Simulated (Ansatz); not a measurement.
Geometry optimisation, RHF/def2-SVP in Ansatz.

The input (input.yaml):

```yaml
crystal:
  periodic: [false, false, false]
  atoms:
    - { symbol: B, position_ang: [-0.213674, 0.506956, -0.479427] }
    - { symbol: "N", position_ang: [-0.052667, -0.038734, 2.209467] }
    - { symbol: H, position_ang: [-0.793797, -0.249234, 2.854978] }
    - { symbol: H, position_ang: [0.818464, -0.253519, 2.662464] }
    - { symbol: H, position_ang: [0.912827, 0.156065, -0.599587] }
    - { symbol: Cl, position_ang: [-1.534443, -0.518375, -1.087902] }
    - { symbol: O, position_ang: [-0.491808, 1.765057, -0.011796] }
    - { symbol: H, position_ang: [-1.413297, 1.978433, -0.022345] }
    - { symbol: H, position_ang: [-0.070206, 0.970352, 2.017948] }
basis:
  gaussian: { orbitals: def2-SVP }
hamiltonian:
  xc: hf
relax:
  f_tol: 0.03
  max_steps: 50
```

Command:

```bash
$ ansatz run input.yaml --threads 1 --pin off --max-ram 2048MiB --backend cpu --events-out ev --progress --plain --runs-dir out
```

Q: Where does it end, and by what steps?

A: The forces met the threshold. After 29 steps the energy has fallen by 0.474 eV; H4 moved furthest, 0.93 Å. Joined: B1–N2 (2.75 → 1.64 Å).

| step | energy less start (eV) | largest force component (eV/Å) | accepted |
| --- | --- | --- | --- |
| 0 | 0.0000 | 1.095 | yes |
| 2 | -0.0719 | 1.339 | yes |
| 4 | -0.1203 | 0.308 | yes |
| 6 | -0.1351 | 0.201 | yes |
| 8 | -0.1417 | 0.148 | yes |
| 10 | -0.1717 | 0.549 | yes |
| 12 | -0.3353 | 0.471 | yes |
| 14 | -0.3948 | 0.149 | yes |
| 16 | -0.4191 | 0.119 | yes |
| 18 | -0.4287 | 0.249 | yes |
| 20 | -0.4313 | 0.072 | yes |
| 22 | -0.4475 | 0.185 | yes |
| 24 | -0.4553 | 0.890 | yes |
| 26 | -0.4564 | 0.442 | no |
| 28 | -0.4742 | 0.031 | yes |
| 29 | -0.4744 | 0.014 | yes |

```xyz
9
Properties=species:S:1:pos:R:3
B -0.250 0.509 0.233
N -0.044 0.178 1.821
H -0.951 0.145 2.262
H 0.411 -0.710 1.957
H 0.849 0.501 -0.279
Cl -1.248 -0.995 -0.381
O -0.968 1.715 0.265
H -1.138 2.067 -0.593
H 0.499 0.906 2.260
```

Time of the run: 53 s on 1 thread of Arm Neoverse V1 (shared host), peak memory 0.15 GiB.
